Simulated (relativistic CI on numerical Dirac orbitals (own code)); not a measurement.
Calculated levels, Tc10+

Method of calculation: Dirac-Coulomb-Breit CI, KLI orbitals optimised for each configuration, a model potential for QED, unscaled Slater integrals (own radial code, finite nucleus).

CI space (outside the closed core [Ar] 3d10): 4s²4p³, 4s4p⁴, 4p⁵, 4s²4p²4d, 4s4p³4d, 4s²4p²4f, 4s4p³4f, 4p⁴4d, 4s²4p²5s, 4s4p²4d², 4s²4p²5p, 4s²4p4d4f, 4p⁴5s, 4p⁴4f, 4s4p³5s, 4s²4p²5d, 4s4p²4d5s, 4s4p³5p, 4s²4p²6s, 4s²4p4f5s, 4s²4p²5f, 4s²4p²6p, 4s²4p²5g, 4s4p³5d, 4s²4p²6d, 4p³4d4f, 4s4p²5s², 4s²4p4d², 4s²4d³, 4s4p4d³, 4s²4d²4f, 4s4p4d²4f, 4s²4d²5s, 4p³4d², 4p²4d³, 4p²4d²4f, 4p²4d²5s, 4s²4p4f², 4s²4d4f², 4s4p4d4f², 4s²4f³, 4s4p4f³, 4s²4f²5s, 4s²4p4d5s, 4s4p4d²5s, 4s²4d4f5s, 4s4p4d4f5s, 4s²4d5s², 4p³4f², 4p²4d4f², 4p²4f³, 4p²4f²5s, 4s4p²4d4f, 4s²4p5s², 4s4p4d5s², 4s²4f5s², 4s4p4f5s², 4p³4d5s, 4p²4d4f5s, 4p²4d5s², 4s4p²4f5s, 4s4p4f²5s. Double excitations out of closed p, d and f shells are left out; levels of such configurations are missing from the list, as are those of other unlisted configurations, and high levels can miss mixing partners. These lack a partner that the ground configuration has and come out too high: 4s²4p²5p, 4s²4p²5d, 4s4p³5p, 4s²4p²6s, 4s²4p²5f.

The lowest level is 4s²4p³ ⁴S°3/2, with 81 % of that term; Hund's rules for 4s²4p³ give ⁴S° with J = 3/2, in agreement.

| No. | Configuration | Term | J | E (cm⁻¹) | % | Lifetime (s) | jj configuration (%) |
| --- | --- | --- | --- | --- | --- | --- | --- |
| 1 | 4s²4p³ | ⁴S° | 3/2 | 0 | 81 |  | 4p3/2 (61) |
| 2 | 4s²4p³ | ²D° | 3/2 | 30581 | 71 | 3.84e-03 | 4p1/2 4p3/2^2 (67) |
| 3 | 4s²4p³ | ²D° | 5/2 | 40705 | 97 | 2.58e-02 | 4p1/2 4p3/2^2 (97) |
| 4 | 4s²4p³ | ²P° | 1/2 | 62875 | 97 | 1.46e-03 | 4p1/2 4p3/2^2 (97) |
| 5 | 4s²4p³ | ²P° | 3/2 | 81026 | 69 | 5.95e-04 | 4p3/2^3 (89) |
| 6 | 4s4p⁴ | ⁴P | 5/2 | 242871 | 87 | 4.13e-10 | 4s 4p3/2^2 (78) |
| 7 | 4s4p⁴ | ⁴P | 3/2 | 260292 | 88 | 3.28e-10 | 4s 4p1/2 4p3/2^3 (69) |
| 8 | 4s4p⁴ | ⁴P | 1/2 | 265549 | 85 | 2.94e-10 | 4s 4p3/2^2 (40) |
| 9 | 4s4p⁴ | ²D | 3/2 | 301520 | 75 | 1.48e-10 | 4s 4p1/2 4p3/2^3 (47) |
| 10 | 4s4p⁴ | ²D | 5/2 | 307483 | 79 | 1.92e-10 | 4s 4p1/2 4p3/2^3 (72) |
| 11 | 4s4p⁴ | ²S | 1/2 | 345414 | 51 | 5.76e-11 | 4s 4p3/2^2 (44) |
| 12 | 4s4p⁴ | ²P | 3/2 | 349052 | 56 | 5.36e-11 | 4s 4p1/2 4p3/2^3 (46) |
| 13 | 4s4p⁴ | ²P | 1/2 | 376184 | 35 | 6.79e-11 | 4s 4p3/2^4 (47) |
| 14 | 4s²4p²4d | ⁴F | 3/2 | 382333 | 81 | 4.52e-10 | 4p1/2^2 4d3/2 (60) |
| 15 | 4s²4p²4d | ⁴F | 5/2 | 389630 | 72 | 5.81e-10 | 4p1/2^2 4d5/2 (45) |
| 16 | 4s²4p²4d | ²F | 5/2 | 401333 | 69 | 1.23e-09 | 4p1/2 4p3/2 4d3/2 (77) |
| 17 | 4s²4p²4d | ⁴F | 7/2 | 401468 | 82 | 6.59e-09 | 4p1/2 4p3/2 4d5/2 (75) |
| 18 | 4s²4p²4d | ⁴D | 1/2 | 406723 | 92 | 2.12e-10 | 4p1/2 4p3/2 4d3/2 (77) |
| 19 | 4s²4p²4d | ⁴D | 3/2 | 408370 | 80 | 1.69e-10 | 4p1/2 4p3/2 4d3/2 (57) |
| 20 | 4s²4p²4d | ²F | 7/2 | 408478 | 49 | 5.78e-09 | 4p1/2 4p3/2 4d5/2 (47) |
| 21 | 4s²4p²4d | ⁴F | 9/2 | 412423 | 85 | 4.50e-03 | 4p1/2 4p3/2 4d5/2 (68) |
| 22 | 4s²4p²4d | ⁴D | 5/2 | 417581 | 57 | 2.31e-10 | 4p1/2 4p3/2 4d5/2 (59) |
| 23 | 4s²4p²4d | ⁴D | 7/2 | 434710 | 42 | 1.95e-09 | 4p3/2^2 4d5/2 (69) |
| 24 | 4s²4p²4d | ²P | 3/2 | 441119 | 56 | 1.18e-11 | 4p1/2 4p3/2 4d5/2 (49) |
| 25 | 4s²4p²4d | ²G | 7/2 | 448192 | 77 | 3.99e-10 | 4p1/2 4p3/2 4d3/2 (28) |
| 26 | 4s²4p²4d | ²G | 9/2 | 454997 | 84 | 1.35e-03 | 4p3/2^2 4d5/2 (67) |
| 27 | 4s²4p²4d | ⁴P | 5/2 | 459027 | 76 | 6.73e-12 | 4p1/2 4p3/2 4d5/2 (48) |
| 28 | 4s²4p²4d | ²P | 1/2 | 461231 | 50 | 9.92e-12 | 4p1/2 4p3/2 4d3/2 (41) |
| 29 | 4s²4p²4d | ⁴P | 3/2 | 462621 | 45 | 9.44e-12 | 4p1/2 4p3/2 4d3/2 (31) |
| 30 | 4s²4p²4d | ²D | 3/2 | 469864 | 55 | 1.46e-11 | 4p3/2^2 4d3/2 (34) |
| 31 | 4s²4p²4d | ⁴P | 1/2 | 470750 | 61 | 6.77e-12 | 4p3/2^2 4d3/2 (49) |
| 32 | 4s²4p²4d | ²D | 5/2 | 485119 | 80 | 9.30e-12 | 4p1/2 4p3/2 4d5/2 (27) |
| 33 | 4s²4p²4d | ²D | 3/2 | 493364 | 73 | 7.28e-12 | 4p3/2^2 4d3/2 (48) |
| 34 | 4s²4p²4d | ²D | 5/2 | 496018 | 87 | 3.11e-11 | 4p3/2^2 4d5/2 (68) |
| 35 | 4s²4p²4d | ²P | 1/2 | 499734 | 75 | 9.22e-12 | 4p1/2 4p3/2 4d5/2 (76) |
| 36 | 4s²4p²4d | ²F | 5/2 | 506778 | 61 | 5.13e-12 | 4p1/2 4p3/2 4d3/2 (39) |
| 37 | 4s²4p²4d | ²S | 1/2 | 516152 | 59 | 8.32e-12 | 4p3/2^2 4d3/2 (31) |
| 38 | 4s²4p²4d | ²P | 3/2 | 517322 | 78 | 8.41e-12 | 4p3/2^2 4d5/2 (58) |
| 39 | 4s²4p²4d | ²F | 7/2 | 518470 | 94 | 4.97e-12 | 4p1/2 4p3/2 4d5/2 (48) |
| 40 | 4s²4p²4d | ²D | 3/2 | 539056 | 92 | 6.05e-12 | 4p3/2^2 4d3/2 (50) |
| 41 | 4s²4p²4d | ²D | 5/2 | 541806 | 63 | 5.61e-12 | 4p3/2^2 4d5/2 (68) |
| 42 | 4p⁵ | ²P° | 3/2 | 561475 | 67 | 8.62e-11 | 4p3/2^3 (67) |
| 43 | 4s4p³4d | ⁶D° | 1/2 | 577081 | 96 | 3.15e-09 | 4s 4p1/2 4p3/2^2 4d3/2 (48) |
| 44 | 4s4p³4d | ⁶D° | 3/2 | 577681 | 96 | 2.54e-09 | 4s 4p1/2 4p3/2^2 4d3/2 (44) |
| 45 | 4s4p³4d | ⁶D° | 5/2 | 578382 | 94 | 3.31e-09 | 4s 4p1/2 4p3/2^2 4d3/2 (34) |
| 46 | 4s4p³4d | ⁶D° | 7/2 | 579388 | 93 | 6.66e-09 | 4s 4p1/2 4p3/2^2 4d5/2 (24) |
| 47 | 4s4p³4d | ⁶D° | 9/2 | 581437 | 95 | 1.44e-08 | 4s 4p1/2 4p3/2^2 4d5/2 (50) |
| 48 | 4p⁵ | ²P° | 1/2 | 588349 | 64 | 8.93e-11 | 4p1/2 4p3/2^4 (64) |
| 49 | 4s4p³4d | ⁴D° | 5/2 | 618350 | 69 | 5.39e-10 | 4s 4p3/2 4d5/2 (35) |
| 50 | 4s4p³4d | ⁴D° | 3/2 | 619257 | 55 | 4.90e-10 | 4s 4p3/2 4d5/2 (30) |
| 51 | 4s4p³4d | ⁴D° | 7/2 | 623048 | 82 | 1.03e-09 | 4s 4p1/2 4p3/2^2 4d5/2 (64) |
| 52 | 4s4p³4d | ⁴D° | 1/2 | 626110 | 93 | 6.38e-10 | 4s 4p1/2 4p3/2^2 4d5/2 (45) |
| 53 | 4s4p³4d | ⁴F° | 3/2 | 629576 | 56 | 4.55e-10 | 4s 4p1/2 4p3/2^2 4d3/2 (58) |
| 54 | 4s4p³4d | ⁴F° | 5/2 | 632587 | 68 | 4.31e-10 | 4s 4p1/2 4p3/2^2 4d3/2 (66) |
| 55 | 4s4p³4d | ⁴F° | 7/2 | 636850 | 74 | 4.67e-10 | 4s 4p1/2 4p3/2^2 4d3/2 (53) |
| 56 | 4s4p³4d | ⁴F° | 9/2 | 643318 | 77 | 5.84e-10 | 4s 4p1/2 4p3/2^2 4d5/2 (60) |
| 57 | 4s4p³4d | ⁴G° | 5/2 | 648392 | 78 | 3.12e-10 | 4s 4p3/2 4d3/2 (37) |
| 58 | 4s4p³4d | ⁴G° | 7/2 | 650679 | 71 | 3.02e-10 | 4s 4p1/2 4p3/2^2 4d3/2 (29) |
| 59 | 4s4p³4d | ⁴G° | 9/2 | 654257 | 67 | 3.89e-10 | 4s 4p1/2 4p3/2^2 4d5/2 (56) |
| 60 | 4s4p³4d | ²S° | 1/2 | 655034 | 72 | 2.50e-10 | 4s 4p1/2 4p3/2^2 4d5/2 (31) |
| 61 | 4s4p³4d | ⁴G° | 11/2 | 659655 | 92 | 4.34e-10 | 4s 4p1/2 4p3/2^2 4d5/2 (92) |
| 62 | 4s4p³4d | ⁴D° | 1/2 | 671782 | 91 | 7.72e-11 | 4s 4p3/2 4d3/2 (38) |
| 63 | 4s4p³4d | ²G° | 7/2 | 673414 | 74 | 3.54e-10 | 4s 4p3/2 4d5/2 (33) |
| 64 | 4s4p³4d | ²G° | 9/2 | 673587 | 67 | 4.12e-10 | 4s 4p1/2 4p3/2^2 4d3/2 (55) |
| 65 | 4s4p³4d | ⁴D° | 3/2 | 677060 | 71 | 6.62e-11 | 4s 4p3/2 4d3/2 (38) |
| 66 | 4s4p³4d | ⁴D° | 5/2 | 680784 | 32 | 5.39e-11 | 4s 4p3/2 4d3/2 (33) |
| 67 | 4s4p³4d | ⁴P° | 3/2 | 682155 | 65 | 5.94e-11 | 4s 4p3/2 4d5/2 (38) |
| 68 | 4s4p³4d | ⁴P° | 1/2 | 683664 | 74 | 1.25e-10 | 4s 4p1/2 4p3/2^2 4d5/2 (40) |
| 69 | 4s4p³4d | ⁴F° | 3/2 | 689157 | 75 | 1.25e-10 | 4s 4p1/2 4p3/2^2 4d3/2 (70) |
| 70 | 4s4p³4d | ⁴F° | 7/2 | 689877 | 63 | 9.43e-11 | 4s 4p1/2 4p3/2^2 4d5/2 (33) |

Energies count from the lowest computed level; ° marks odd parity; lifetimes are radiative, by E1, M1, E2, M2, E3 decay to levels of this space only. Filled j subshells are mostly left out of the jj labels.

The mean weight of the leading LS term, summed over parents, in these 70 levels is 73 %, and that of the leading jj configuration (from the same eigenvectors) 53 %, so LS coupling describes them better.

At this charge energies of transitions that change n are usually good to better than 1 %, and those within a shell (Δn = 0) to a few per cent.

LS names give the leading component of a level, which can be under half, so a name can repeat, a term be missing and a line seem to break the LS rules.
